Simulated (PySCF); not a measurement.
Two species compared at the same levels of theory.

First species: C5H7N3S.
Cartesian coordinates in Å at the GFN2-xTB level; atoms count from 1:
```xyz
16
C5H7N3S angstrom
C      2.7227    0.2109    0.3866
N      1.5489    0.6396    0.3488
C      0.8351    0.6916   -0.8990
C     -0.4122   -0.1230   -0.7805
S     -0.9604   -1.2015   -2.0118
N     -2.2790   -1.6701   -1.1784
C     -2.3437   -1.0691   -0.0213
C     -1.2968   -0.1606    0.2763
N     -1.2168    0.6287    1.4042
H      3.2849   -0.1310   -0.4887
H      3.2274    0.1756    1.3411
H      0.5679    1.7437   -1.0645
H      1.4357    0.3399   -1.7521
H     -3.1718   -1.2892    0.6308
H     -0.2831    0.9778    1.5757
H     -1.6665    0.2454    2.2213
```

Second species: C6H10P (charge +1).
Bonds: C1–C2, C2–C3 (triple), C3–P4, P4–C5, C5–C6, C6–C7, C5–C7. Hydrogens: H8, H9, H10 on C1; H11, H12 on P4; H13 on C5; H14, H15 on C6; H16, H17 on C7.

Levels: CAM-B3LYP/def2-SVPD for HOMO energy, LUMO energy, HOMO–LUMO gap, static isotropic polarisability and electronic spatial extent ⟨r²⟩ about the centre of nuclear charge; TDDFT CAM-B3LYP/def2-SVPD for lowest singlet excitation; TDA CAM-B3LYP/def2-SVPD for lowest triplet excitation (Tamm–Dancoff); GFN2-xTB for rotational constant A and rotational constant C. Geometries: GFN2-xTB. Each structure is a single optimised conformer of the isolated species, non-relativistic unless stated. Electronic properties by PySCF.

The conformers computed, where there is a choice (atom-mapped SMILES and torsion angles):
- `[CH2:1]=[N:2][CH2:3][c:4]1[s:5][n:6][cH:7][c:8]1[NH2:9]`: C1–N2–C3–C4 122°, N2–C3–C4–S5 -137°, H–N9–C8–C7 162°, H–N9–C8–C7 29°
- `[CH3:1][C:2]#[C:3][PH2+:4][CH:5]1[CH2:6][CH2:7]1`: C3–P4–C5–C6 159°

(1) Which of the two has the higher rotational constant A, and by how much?

(2) Which has the higher T1 energy?

(3) Which has the higher S1 energy?

(4) Which has the higher ⟨r²⟩?

(5) Which has the higher LUMO energy?

(6) Which has the higher static isotropic polarisability?

(7) Which of the two has the higher rotational constant C, and by how much?

(8) Which of the two has the higher HOMO energy, and by how much?

Answers

(1) The second: 6.164 GHz against 2.443 GHz, a difference of 3.721 GHz.

(2) The second: 4.79 eV against 3.34 eV, a difference of 1.45 eV.

(3) The second: 5.68 eV against 4.67 eV, a difference of 1.01 eV.

(4) The first: 1394 bohr² against 1388 bohr², a difference of 6 bohr².

(5) The first: 0.19 eV against -4.06 eV, a difference of 4.25 eV.

(6) The first: 98.3 au against 88.2 au, a difference of 10.1 au.

(7) The second: 0.831 GHz against 0.820 GHz, a difference of 0.011 GHz.

(8) The first: -7.23 eV against -13.95 eV, a difference of 6.72 eV.

On the first: S1 lies 2.75 eV below the HOMO–LUMO gap; its leading configuration is HOMO→LUMO, weight 0.84. The polarisability is 14.57 Å³ as a volume (1 au = 0.148185 Å³), or 1.33 au for each of the 74 electrons.

On the second: The polarisability is 13.06 Å³ as a volume (1 au = 0.148185 Å³), or 1.47 au for each of the 60 electrons. The vertical singlet–triplet gap S1 − T1 is 0.89 eV (TDDFT singlet less Tamm–Dancoff triplet; S1: HOMO−1→LUMO, weight 0.52; T1: HOMO→LUMO, weight 0.40, beside HOMO−1→LUMO+1, weight 0.33).
